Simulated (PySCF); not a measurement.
C4H11As.
Numbering: `[CH3:1][C:2]([CH3:3])([CH3:4])[AsH2:5]` (hydrogens: H6, H7, H8 on C1; H9, H10, H11 on C3; H12, H13, H14 on C4; H15, H16 on As5)

Computed, not measured: PySCF, TDDFT CAM-B3LYP/def2-SVPD, vertical, gas phase, core orbitals frozen in the response. Geometry: PBE0-D3(BJ)/def2-SVP; no solvent, vibrations or thermal averaging. Relativistic effects, spin–orbit coupling among them, are left out although an element past zinc is present. Torsions of this conformer, `[CH3:1][C:2]([CH3:3])([CH3:4])[AsH2:5]`: H–As5–C2–C1 -44°, H–As5–C2–C1 49°.

Question: What does the calculation give for the low-lying excited states?

Answer: 

```tsv
state	E (eV)	E (kJ/mol)	λ (nm)	f	|μ| (D)	main configurations (H = HOMO, L = LUMO)
S1	6.19	597	200.4	0.051	1.48	H→L (83%), H→L+1 (10%)
S2	6.69	646	185.2	0.037	1.21	H→L+2 (92%)
S3	6.83	659	181.6	0.211	2.86	H→L+1 (72%), H→L+3 (12%)
S4	7.63	737	162.4	0.032	1.06	H-1→L (71%), H→L+3 (14%)
S5	7.97	769	155.6	0.069	1.51	H→L+3 (60%), H-1→L (11%), H→L+1 (11%)
S6	8.17	788	151.7	0.0002	0.08	H→L+5 (68%), H→L+4 (16%)
S7	8.23	794	150.7	0.025	0.90	H-1→L+2 (67%)
S8	8.26	797	150.0	0.0079	0.50	H→L+4 (73%), H→L+5 (16%)
S9	8.52	822	145.6	0.031	0.98	H→L+6 (46%), H→L+7 (28%), H-1→L+1 (9%)
S10	8.58	828	144.5	0.459	3.75	H-1→L+1 (67%), H→L+6 (13%)
```

Triplets (Tamm–Dancoff): T1 5.19 eV, H→L (51%), H→L+1 (42%); T2 5.63 eV, H→L+2 (83%); T3 6.35 eV, H→L+1 (44%), H→L (28%), H→L+3 (18%); T4 6.94 eV, H-1→L (52%), H-1→L+1 (31%).

The lowest singlet lies at 6.19 eV (200 nm, ultraviolet) and is of moderate strength; its leading configuration is HOMO→LUMO (83%). The most intense listed level is S10 at 8.58 eV (144 nm, f = 0.459), 2.40 eV above S1. It is the last of those listed, so stronger ones may follow. Löwdin shares by element: HOMO arsenic 60%, carbon 21% or more, hydrogen 6% or more; LUMO carbon 27% or more, arsenic 25% (atoms not listed hold the other 48%). Orbital energies (eV): HOMO-3 -11.00, HOMO-2 -10.90, HOMO-1 -9.79, HOMO -8.28, LUMO 0.97, LUMO+1 1.63, LUMO+2 1.75. Of the 10 states listed, 8 reach f = 0.01 and 1 stays under 0.0005. The listed states span 2.40 eV, and the widest gap between neighbours is 0.81 eV (S3 to S4). No computed singlet lies in the visible range (380 to 750 nm); the lowest, at 200 nm, stands 2.92 eV above its violet end (3.26 eV). All these states lie below the vertical ionisation energy of 9.13 eV (ΔSCF). Only the lowest 10 singlets were computed, as vertical energies without vibronic structure.

On an Arm Neoverse V1 with one thread, on a shared host, this took 83 s wall.
